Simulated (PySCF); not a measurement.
Two-dimensional NMR puzzle

Compound of formula C11H9N. Correlations simulated from computed shifts and the bond graph:

HSQC (one-bond C–H):
```tsv
δH	δC
9.06	156.3
7.84	133.7
7.82	134.7
7.76	134.3
7.51	127.2
```

COSY cross peaks (H two or three bonds apart, from the bond graph; peaks can be absent where the dihedral angle is near 90°):
```tsv
δH	δH
9.06	7.51
7.84	7.82
7.82	7.76
```

HMBC (two and three bonds, from the bond graph):
```tsv
δH	δC
9.06	156.3, 155.9, 127.2
7.84	155.9, 146.8, 134.7, 134.3, 133.7
7.82	146.8, 134.7, 134.3, 133.7
7.76	134.7, 133.7
7.51	156.3, 155.9, 146.8, 127.2
```

Carbons without hydrogens: δ 155.9, 146.8.

- coordinates at the GFN2-xTB level
- NMR shieldings at PBE0/pcSseg-1/GIAO
- run in PySCF 2.14.0 with density-fitted response routines
- non-relativistic Hamiltonian, no solvent, equivalent nuclei averaged, a single conformation

Scale: TMS for ¹H, ¹³C (reference shieldings calculated alike).

Exchangeable hydrogens are left out of these lists.

Question: Which molecule is this?

Answer: SMILES c1ccccc1-c1ccncc1.

Structure with atom numbers: `[cH:1]1[cH:2][cH:3][c:4](-[c:5]2[cH:6][cH:7][n:8][cH:9][cH:10]2)[cH:11][cH:12]1`. Hydrogens are named by the atom that carries them.

- δC 156.3 is C7/C9, an aromatic CH next to a ring nitrogen (δH 9.06).
- δC 155.9 is C5, a substituted aromatic carbon.
- δC 146.8 is C4, a substituted aromatic carbon.
- δC 134.7 is C2/C12, an aromatic CH (δH 7.82).
- δC 134.3 is C1, an aromatic CH (δH 7.76).
- δC 133.7 is C3/C11, an aromatic CH (δH 7.84).
- δC 127.2 is C6/C10, an aromatic CH (δH 7.51).
- HMBC from δH 9.06 reaches the proton-free carbon C5.
- HMBC from δH 7.84 reaches the proton-free carbons C5, C4.
- HMBC from δH 7.82 reaches the proton-free carbon C4.
- HMBC from δH 7.51 reaches the proton-free carbons C5, C4.
- COSY links 9.06–7.51, 7.84–7.82, 7.82–7.76.

The shifts were computed for this structure.

Shifts are as computed. Against solution values, carbons near 30 ppm lie about +3 ppm off and those near 130 ppm about +5 ppm. Of 1211 compounds with measured shifts, 218 miss one by over three times the rms of a fit or turn the order of signals round; such compounds aren't used in these exercises.
